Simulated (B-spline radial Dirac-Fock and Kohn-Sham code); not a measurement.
# Relativistic shifts of the levels of Mn¹⁵⁺

System: the Mn¹⁵⁺ ion, configuration [He] 2s2 2p6.

Both columns are ΔSCF binding energies of the configuration average from a B-spline atomic structure program: non-relativistic Hartree-Fock with a point nucleus, and Dirac-Fock with a finite nucleus and the Coulomb interaction alone, averaged over the two j levels with weights 2j+1.

```
shell  Hartree-Fock (eV)  Dirac-Fock (eV)  shift (eV)  shift (%)
   1s             7012.1           7069.3      +57.18      +0.82
   2s             1245.7           1258.6      +12.92      +1.04
   2p             1132.5           1135.7       +3.16      +0.28
```

Relativity binds 1s, 2s, 2p more strongly, among those listed most of all 2s in relative terms.

Values without a named source are computed, but for edge energies of neutral atoms, which are taken from tables.
